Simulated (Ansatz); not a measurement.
C2H7GeN, SMILES C[N](C)[GeH] (connectivity only; charge and spin as stated), neutral, multiplicity 1.

Geometry optimised at PBE0-D3(BJ)/def2-SVP. The structure was generated by enumeration; whether it is a known compound was not checked.

Two levels are set side by side: PBE/def2-SVPD (Ansatz, a program for electronic structure) and PBE0/def2-SVPD (Ansatz). Energy differences of separate SCF runs at the same geometry; the states with an electron removed or added have multiplicity 2 and 2. Differences are taken from unrounded values.

```csv
quantity,PBE0,PBE,PBE minus PBE0
vertical ionisation energy (eV),8.56,8.44,-0.12
vertical singlet–triplet gap (eV),2.51,2.61,0.10
```
